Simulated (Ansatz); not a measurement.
`[F][GaH][O][GeH3]`. The species carries charge 0 and has multiplicity 1.

Cartesian coordinates in Å:
```
F 0.448 -0.226 -2.331
Ga 0.832 -1.275 -0.973
O 0.265 -0.632 0.564
Ge -0.609 0.884 0.901
H 1.587 -2.598 -1.189
H 0.255 2.077 0.457
H -0.827 0.896 2.421
H -1.951 0.874 0.150
```

**Question.** List the harmonic frequencies (cm⁻¹, unscaled) at PBE0-D4/def2-TZVP in Ansatz. (An estimate is asked.)

**Answer.** The calculation gave: 50, 67, 98, 217, 477, 478, 568, 638, 655, 675, 838, 872, 874, 935, 2086, 2154, 2156, 2170.

**Question.** Is this a minimum?

**Answer.** Yes, all 18 modes are real.

**Question.** Give the ideal-gas thermochemistry at 298.15 K and 1 bar (rigid rotor, harmonic oscillator; point group Cs, symmetry number 1).

**Answer.** Zero-point energy 95.8 kJ/mol; H(298) − E = 116.7 kJ/mol; entropy 366.8 J/(mol·K), of which translation 173.7, rotation 117.0, vibration 76.1; G(298) − E = 7.3 kJ/mol. Modes under 100 cm⁻¹ are hindered rotations or soft bends, so the harmonic entropy is rough.

**Question.** Rotational constants (cm⁻¹)?

**Answer.** 0.2547, 0.03861, 0.03397.
